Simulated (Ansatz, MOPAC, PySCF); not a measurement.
GeH4 (SMILES [GeH4]) and HI (SMILES I) are pulled apart as rigid monomers along the line of their centres of mass, from the B3LYP-D3(BJ)/def2-TZVP minimum. Starting geometry (charge 0, multiplicity 1):
```json
[
 {"atom": "Ge", "x (Å)": "0.0755", "y (Å)": "0.1557", "z (Å)": "-0.0127"},
 {"atom": "H", "x (Å)": "1.4609", "y (Å)": "0.0677", "z (Å)": "0.6444"},
 {"atom": "H", "x (Å)": "-0.6465", "y (Å)": "-1.1909", "z (Å)": "0.1251"},
 {"atom": "H", "x (Å)": "0.2400", "y (Å)": "0.5041", "z (Å)": "-1.5008"},
 {"atom": "H", "x (Å)": "-0.7451", "y (Å)": "1.2543", "z (Å)": "0.6787"},
 {"atom": "I", "x (Å)": "-0.2147", "y (Å)": "-0.5152", "z (Å)": "4.1073"},
 {"atom": "H", "x (Å)": "0.5437", "y (Å)": "0.8598", "z (Å)": "3.7295"}
]
```

Interaction energies with rigid monomers; basis-set methods are counterpoise corrected unless marked otherwise.

Cores are frozen in the correlated methods. Filled d and f shells under p-block atoms count as core. Rows in LANL2DZ carry no dispersion term and start afresh at each structure. LANL2DZ brings its own core potentials from Na on. The state reached by PM3 isn't checked.

Programs: Ansatz (Gaussian orbitals); MOPAC for PM3 (differences of heats of formation); PySCF for LANL2DZ rows, the dispersion terms. Values without a source in brackets are computed. In def2 rows elements past Kr take small-core potentials, without spin–orbit coupling.

```json
[
 {"Ge1···I6 (Å)": "3.77", "PM3 (kcal/mol)": "2.73", "PBE-D3(BJ)/def2-TZVPPD (kcal/mol)": "-0.43", "B3LYP/LANL2DZ (no counterpoise) (kcal/mol)": "2.46", "wB97M-V/def2-TZVPPD (kcal/mol)": "-0.43", "CCSD(T)/def2-SVPD (kcal/mol)": "0.95"},
 {"Ge1···I6 (Å)": "4.18", "PM3 (kcal/mol)": "1.22", "PBE-D3(BJ)/def2-TZVPPD (kcal/mol)": "-1.19", "B3LYP/LANL2DZ (no counterpoise) (kcal/mol)": "0.68", "wB97M-V/def2-TZVPPD (kcal/mol)": "-1.04", "CCSD(T)/def2-SVPD (kcal/mol)": "-0.48"},
 {"Ge1···I6 (Å)": "4.81", "PM3 (kcal/mol)": "0.36", "PBE-D3(BJ)/def2-TZVPPD (kcal/mol)": "?", "B3LYP/LANL2DZ (no counterpoise) (kcal/mol)": "0.13", "wB97M-V/def2-TZVPPD (kcal/mol)": "-0.65", "CCSD(T)/def2-SVPD (kcal/mol)": "-0.53"},
 {"Ge1···I6 (Å)": "5.86", "PM3 (kcal/mol)": "0.05", "PBE-D3(BJ)/def2-TZVPPD (kcal/mol)": "-0.29", "B3LYP/LANL2DZ (no counterpoise) (kcal/mol)": "?", "wB97M-V/def2-TZVPPD (kcal/mol)": "-0.22", "CCSD(T)/def2-SVPD (kcal/mol)": "-0.20"},
 {"Ge1···I6 (Å)": "7.53", "PM3 (kcal/mol)": "0.01", "PBE-D3(BJ)/def2-TZVPPD (kcal/mol)": "-0.05", "B3LYP/LANL2DZ (no counterpoise) (kcal/mol)": "0.00", "wB97M-V/def2-TZVPPD (kcal/mol)": "-0.04", "CCSD(T)/def2-SVPD (kcal/mol)": "-0.04"}
]
```

Question: Fill in the missing entries.

Answer: 
- 5.86, B3LYP/LANL2DZ (no counterpoise) (kcal/mol): 0.00
- 4.81, PBE-D3(BJ)/def2-TZVPPD (kcal/mol): -0.88

Ansatz is a first-principles code.
